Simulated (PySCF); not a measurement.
## Dipole response of Ir (iridium, neutral)

[Xe] 4f14 5d8 6s1, high-spin 4F determinant (an excited configuration). Computed with PySCF 2.14 in aug-cc-pwCVTZ-PP with ECP60MDF (8s8p7d4f3g, 122 functions), with a scalar-relativistic core potential. Coupled (time-dependent) response in atomic units; α is the mean over directions.

```tsv
method	mean α (bohr³)	C₆ (like pair)	S(−4)
UHF	57.06	556.0	1923
PBE	43.02	429.1	777.9
```

S(−4) is the Cauchy moment in α(ω) = α(0) + S(−4) ω² + …

Spin-orbit coupling is absent.

α(iu) at UHF:

```csv
u (hartree),α(iu) (bohr³)
0,57.06
0.0500,52.75
0.100,43.87
0.200,29.02
0.300,20.76
0.500,12.98
0.750,8.641
1.00,6.299
1.50,3.845
2.00,2.608
3.00,1.423
5.00,0.6059
```

A single London oscillator, α(iu) = α/(1 + u²/ω²), gives C₆ = (3/4) ω α². Matching the computed C₆ needs ω = 4 × 556.0 / (3 × 57.06²) = 0.228 hartree.

Energies and moments cover only the electrons outside the core potential. Spin-orbit coupling, absent here, splits the open shell strongly.
